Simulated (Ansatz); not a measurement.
Conformers and stereoisomers of `ClC=C(Cl)Br`, each relaxed with PBE0-D4/def2-TZVP in Ansatz. CBS adds the triple-zeta coupled-cluster correction to the MP2 limit.

Outer-core shells of Br are correlated without core-valence functions. Scalar relativity is left out up to krypton. Spin–orbit coupling is left out.

Not all of them had a frequency check.

Conformer A:

Cartesian coordinates in Å:
```
Cl 0.005 -1.297 1.733
C 0.209 0.039 0.697
C -0.147 0.042 -0.583
Cl -0.857 -1.279 -1.381
Br 0.133 1.583 -1.618
H 0.657 0.912 1.151
```

Conformer B:

```xyz
6

Cl    1.870    0.369   -0.974
C     0.204    0.289   -0.644
C    -0.317   -0.205    0.474
Cl   -2.015   -0.232    0.690
Br    0.698   -0.900    1.876
H    -0.440    0.678   -1.422
```

(1) Which is lowest in electronic energy at CCSD(T)/CBS (frozen core, def2 sets), and by how much? (Estimate.)

(2) Give the energies relative to A (kJ/mol) with r2SCAN-D4/def2-TZVPP, PBE/def2-TZVPP, r2SCAN/def2-TZVPP, MP2/def2-TZVPP, CCSD/def2-TZVPP, CCSD(T)/def2-TZVPP, MP2/CBS(def2). (Best estimate.)

## Answers

(1) Ansatz gave: A; B lies 0.8 kJ/mol higher. Gaps under about 2 kJ/mol don't settle the order.

(2) Computed: 
```json
{"level": "r2SCAN-D4/def2-TZVPP", "B": "1.4"}
{"level": "PBE/def2-TZVPP", "B": "1.3"}
{"level": "r2SCAN/def2-TZVPP", "B": "1.4"}
{"level": "MP2/def2-TZVPP", "B": "0.8"}
{"level": "CCSD/def2-TZVPP", "B": "1.1"}
{"level": "CCSD(T)/def2-TZVPP", "B": "1.0"}
{"level": "MP2/CBS(def2)", "B": "0.7"}
```
